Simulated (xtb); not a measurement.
H3Cl3HfOSi, charge +1, quartet, geometry from GFN2-xTB of the parent state (such geometries of metal compounds can be far from the true shape) (the multiplicity is a formal guess); GFN1-xTB (xtb).

The xtb input:
```
$ xtb mol.xyz --gfn 1 --chrg 1 --uhf 3 --json

# file mol.xyz
9

Hf     0.33732398     0.18090763     0.14628208
Cl     1.31948758     0.75671990     2.05459739
Cl    -1.27596727    -1.39460530     0.84325737
Cl    -1.08649797     1.80773222    -0.37521080
O      0.51348368    -0.75829073    -1.52770470
Si    -0.55598941    -1.53378537    -2.42032434
H     -1.49348295    -1.96750349    -1.12879155
H      0.00862674    -2.76794381    -2.95969979
H     -1.39586725    -0.63797744    -3.22258802
```

The log (banner, timings and long lists left out):

```
   ID    Z sym.   atoms
    1   72 Hf     1
    2   17 Cl     2-4
    3    8 O      5
    4   14 Si     6
    5    1 H      7-9

           -------------------------------------------------
          |                Calculation Setup                |
           -------------------------------------------------

molecular fragmentation (1/2 indicates fragments):
111111112
# atoms in fragment 1/2:     8     1
 fragment masses (1/2) :      330.94        1.01
CMA distance (Bohr)    :   6.890
constraining FC (au)   :  0.0500

           -------------------------------------------------
          |                 G F N 1 - x T B                 |
           -------------------------------------------------

          ...................................................
          :                      SETUP                      :
          :.................................................:
          :  # basis functions                  60          :
          :  # atomic orbitals                  55          :
          :  # shells                           23          :
          :  # electrons                        37          :
          :  # halogen bonds                     3          :
          :  max. iterations                   250          :
          :  Hamiltonian                  GFN1-xTB          :
          :  restarted?                      false          :
          :  GBSA solvation                  false          :
          :  PC potential                    false          :
          :  electronic temp.          300.0000000     K    :
          :  accuracy                    1.0000000          :
          :  -> integral cutoff          0.2500000E+02      :
          :  -> integral neglect         0.1000000E-07      :
          :  -> SCF convergence          0.1000000E-05 Eh   :
          :  -> wf. convergence          0.2000000E-04 e    :
          :  Broyden damping             0.4000000          :
          :  net charge                          1          :
          :  unpaired electrons                  3          :
          ...................................................

 iter      E             dE          RMSdq      gap      omega  full diag
   1    -21.5641908 -0.215642E+02  0.785E+00    0.20       0.0  T
   2    -21.6727408 -0.108550E+00  0.525E+00    0.14       1.0  T
   3    -21.7446861 -0.719453E-01  0.305E+00    0.15       1.0  T
   4    -21.6096001  0.135086E+00  0.286E+00    0.19       1.0  T
   5    -21.7480935 -0.138493E+00  0.237E+00    0.16       1.0  T
   6    -21.7631008 -0.150073E-01  0.176E+00    0.16       1.0  T
   7    -21.7757619 -0.126612E-01  0.835E-01    0.16       1.0  T
   8    -21.7831411 -0.737919E-02  0.397E-01    0.16       1.0  T
   9    -21.7262552  0.568859E-01  0.182E+00    0.17       1.0  T
  10    -21.7733602 -0.471051E-01  0.795E-01    0.16       1.0  T
  11    -21.7815717 -0.821148E-02  0.425E-01    0.16       1.0  T
  12    -21.7818237 -0.251930E-03  0.385E-01    0.16       1.0  T
  13    -21.7843578 -0.253416E-02  0.277E-02    0.16       1.2  T
  14    -21.7843199  0.378957E-04  0.822E-02    0.16       1.0  T
  15    -21.7839513  0.368575E-03  0.153E-01    0.16       1.0  T
  16    -21.7843290 -0.377667E-03  0.490E-02    0.16       1.0  T
  17    -21.7843676 -0.385955E-04  0.137E-02    0.16       2.4  T
  18    -21.7843707 -0.305223E-05  0.386E-03    0.16       8.6  T
  19    -21.7843709 -0.247236E-06  0.619E-04    0.16      53.8  T
  20    -21.7843709 -0.582249E-08  0.159E-04    0.16     209.5  T
  21    -21.7843709 -0.302968E-09  0.634E-05    0.16     525.8  T

   *** convergence criteria satisfied after 21 iterations ***

         :::::::::::::::::::::::::::::::::::::::::::::::::::::
         ::                     SUMMARY                     ::
         :::::::::::::::::::::::::::::::::::::::::::::::::::::
         :: total energy             -21.696353377926 Eh    ::
         :: gradient norm              0.086248689979 Eh/a0 ::
         :: HOMO-LUMO gap              0.164312335119 eV    ::
         ::.................................................::
         :: SCC energy               -21.784370917237 Eh    ::
         :: -> electrostatic           0.201122302866 Eh    ::
         :: repulsion energy           0.093001961949 Eh    ::
         :: dispersion energy         -0.004984422638 Eh    ::
         :: halogen bond corr.         0.000000000000 Eh    ::
         :: add. restraining           0.000000000000 Eh    ::
         :: total charge               1.000000000392 e     ::
         :::::::::::::::::::::::::::::::::::::::::::::::::::::

           -------------------------------------------------
          |                Property Printout                |
           -------------------------------------------------

    * Orbital Energies and Occupations

         #    Occupation            Energy/Eh            Energy/eV
      -------------------------------------------------------------
         1        2.0000           -1.1162145             -30.3737
       ...           ...                  ...                  ...
         8        2.0000           -0.6996345             -19.0380
         9        2.0000           -0.6840818             -18.6148
        10        2.0000           -0.6647723             -18.0894
        11        2.0000           -0.6555265             -17.8378
        12        2.0000           -0.6531772             -17.7739
        13        2.0000           -0.6447213             -17.5438
        14        1.9970           -0.6384895             -17.3742
        15        1.9795           -0.6366314             -17.3236
        16        1.8229           -0.6344186             -17.2634
        17        1.7060           -0.6337914             -17.2463
        18        1.4946           -0.6329390             -17.2231
        19        1.0000           -0.5909039             -16.0793
        20        0.9600           -0.4586117             -12.4795 (HOMO)
        21        0.0400           -0.4525733             -12.3151 (LUMO)
        22                         -0.4361867             -11.8692
        23                         -0.4320982             -11.7580
        24                         -0.4103979             -11.1675
        25                         -0.3622776              -9.8581
        26                         -0.3554650              -9.6727
        27                         -0.3078273              -8.3764
        28                         -0.2521257              -6.8607
        29                         -0.2391516              -6.5076
        30                         -0.2364933              -6.4353
        31                         -0.2353698              -6.4047
       ...                                ...                  ...
        55                          1.2268692              33.3848
      -------------------------------------------------------------
                  HL-Gap            0.0060384 Eh            0.1643 eV
             Fermi-level           -0.5442759 Eh          -14.8105 eV

  Mulliken/CM5 charges         n(s)   n(p)   n(d)
     1Hf    1.06467  1.62097   0.551  0.996  1.388
     2Cl   -0.08273 -0.20746   1.853  5.234 -0.004
     3Cl   -0.05439 -0.14821   1.874  5.187 -0.007
     4Cl   -0.09194 -0.21536   1.852  5.248 -0.008
     5O    -0.55096 -0.75838   1.642  4.909  0.000
     6Si    0.52237  0.27500   1.210  1.435  0.833
     7H     0.09104  0.15678   0.909  0.000  0.000
     8H     0.05960  0.14770   0.940  0.000  0.000
     9H     0.04234  0.12896   0.958  0.000  0.000

Wiberg/Mayer (AO) data.
largest (>0.10) Wiberg bond orders for each atom

 ---------------------------------------------------------------------------
     #   Z sym  total        # sym  WBO       # sym  WBO       # sym  WBO
 ---------------------------------------------------------------------------
     1  72 Hf   3.162 --     2 Cl   0.895     4 Cl   0.850     3 Cl   0.680
                             5 O    0.569     6 Si   0.118
     2  17 Cl   1.065 --     1 Hf   0.895     4 Cl   0.119
     3  17 Cl   1.283 --     1 Hf   0.680     7 H    0.297     6 Si   0.163
     4  17 Cl   1.039 --     1 Hf   0.850     2 Cl   0.119
     5   8 O    2.312 --     6 Si   1.653     1 Hf   0.569
     6  14 Si   4.113 --     5 O    1.653     9 H    0.809     8 H    0.805
                             7 H    0.549     3 Cl   0.163     1 Hf   0.118
     7   1 H    0.923 --     6 Si   0.549     3 Cl   0.297
     8   1 H    0.887 --     6 Si   0.805
     9   1 H    0.898 --     6 Si   0.809
 ---------------------------------------------------------------------------

Topologies differ in total number of bonds
Writing topology from bond orders to xtbtopo.mol

 dipole moment from electron density (au)
     X       Y       Z
  -0.3655  -1.5097  -2.1653  total (Debye):    6.773

           -------------------------------------------------
          | TOTAL ENERGY              -21.696353377926 Eh   |
          | GRADIENT NORM               0.086248689979 Eh/α |
          | HOMO-LUMO GAP               0.164312335119 eV   |
           -------------------------------------------------

normal termination of xtb
```
